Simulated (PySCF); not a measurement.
## Structure from NMR data

The spectra below were simulated for a compound C₂Cl₄F₂.

13C{1H} NMR (computed): δ 138.9 (C, 2C).

All values are calculated (PySCF 2.14): coordinates at the PBE0-D3(BJ)/def2-TZVP level, shieldings: GIAO B97-2/pcSseg-2. Non-relativistic Hamiltonian, single conformer, gas phase, rapidly exchanging positions averaged.

Scale: TMS for 13C (σref 185.38) (reference shieldings calculated alike).

**Question.** What is the structure?

**Answer.** 
- The formula gives 0 degrees of unsaturation.
- 1 carbon signal for 2 carbons: some carbons are equivalent by symmetry or fast rotation.
- Carbon types of the structure: 2 × C.
- δC 138.9: fully substituted sp3 carbon bonded to 2 Cl and F; 3 electronegative neighbours deshield it.

Structure: `FC(Cl)(Cl)C(F)(Cl)Cl`.

The shifts were computed for this structure.

Carbons that carry Cl, above all several Cl atoms, come out too deshielded, partly because spin–orbit coupling is missing. Splittings by 19F in the carbon and heteronuclear signals aren't shown, as no couplings were computed. Shifts are as computed. Against solution values, carbons near 30 ppm lie about +3 ppm off and those near 130 ppm about +7 ppm; carbons on Cl a further +5 ppm. Of 1211 compounds with measured shifts, 218 miss one by over three times the rms of a fit or turn the order of signals round; such compounds aren't used in these exercises.
